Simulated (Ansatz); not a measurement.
Geometry optimisation, RKS B3LYP/def2-TZVP (Ansatz 0.2.0).

input.yaml

```yaml
crystal:
  periodic: [false, false, false]
  atoms:
    - { symbol: S, position_ang: [-1.09947, -1.02909, -1.13668] }
    - { symbol: O, position_ang: [-0.45264, -0.3998, 0.25335] }
    - { symbol: As, position_ang: [0.87288, 0.89188, 0.17874] }
    - { symbol: H, position_ang: [-2.23027, -0.29582, -1.15884] }
    - { symbol: H, position_ang: [0.92487, 0.94082, -1.32407] }
    - { symbol: H, position_ang: [-0.18685, 1.9459, 0.16682] }
basis:
  gaussian: { orbitals: def2-TZVP }
hamiltonian:
  xc: b3lyp
relax:
  f_tol: 0.015
  max_steps: 40
output:
  orbitals: {}
```

Launched with:

```bash
$ ansatz run input.yaml --threads 2 --pin off --max-ram 3072MiB --backend cpu --events-out ev --progress --plain --runs-dir out
```

Problem. Where does it end, and by what steps?

Solution. The run converged. After 8 steps the energy has fallen by 0.137 eV; H6 moved furthest, 0.31 Å.

```
step  energy less start (eV)  largest force component (eV/Å)  accepted
   0                  0.0000                           0.849       yes
   1                 -0.0642                           0.600       yes
   2                 -0.1005                           0.237       yes
   3                 -0.1161                           0.164       yes
   4                 -0.1257                           0.151       yes
   5                 -0.1335                           0.056       yes
   6                 -0.1360                           0.028       yes
   7                 -0.1364                           0.064       yes
   8                 -0.1366                           0.004       yes
```

```xyz
6
Properties=species:S:1:pos:R:3
S -1.205 -0.953 -1.191
O -0.273 -0.594 0.141
As 0.747 0.923 0.237
H -2.285 -0.194 -0.897
H 1.215 0.945 -1.224
H -0.370 1.927 -0.086
```

Run time: 21 s on 2 threads of Intel(R) Xeon(R) Platinum 8488C (Sapphire Rapids), on a shared host, peak memory 0.29 GiB.
